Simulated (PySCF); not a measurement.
BF₂ (SMILES F[B]F), doublet, at a GFN2-xTB geometry. Base run: CCSD/STO-3G (PySCF).

The PySCF input:
```python
from pyscf import gto, scf, cc

mol = gto.M(
    atom='''
F    -1.099333   -0.189748    0.050978
B    -0.017998    0.560752   -0.017795
F     1.109332   -0.121780   -0.041092
''',
    basis='sto-3g',
    charge=0,
    spin=1,
    verbose=4,
)

mf = scf.UHF(mol)
mf.kernel()

mycc = cc.CCSD(mf)
mycc.kernel()
print('E(CCSD) = %.10f' % mycc.e_tot)
```

Each row names what was changed in the base input (with any setting that the change needs).

```tsv
change	ΔE vs base (kcal/mol)	MP2 correlation (Eh)	CC correlation without the perturbative part (Eh)	basis functions
base	0.000	-0.07225	-0.08354	15
cc.conv_tol = 1e-5	0.000	-0.07225	-0.08354	15
frozen = 2	0.031	-0.07219	-0.08349	15
cc.diis_space = 3	0.000	-0.07225	-0.08354	15
frozen = 4	___	___	___	15
cc.direct = True	0.000	-0.07225	-0.08354	15
cart = on	0.000	-0.07225	-0.08354	15
method = mp2	___	-0.07225	-	15
method = ccsd(t)	___	-0.07225	-0.08354	15
frozen = 3	0.265	-0.07181	-0.08312	15
```

### Question
Complete the blanks.

### Answer

- frozen = 4, ΔE vs base (kcal/mol): 5.57
- frozen = 4, MP2 correlation (Eh): -0.06433
- frozen = 4, CC correlation without the perturbative part (Eh): -0.07465
- method = mp2, ΔE vs base (kcal/mol): 7.08
- method = ccsd(t), ΔE vs base (kcal/mol): -4.97

Open shells are given as the SCF converged; they aren't shown to be the lowest states, and a large step between rows can be another state.
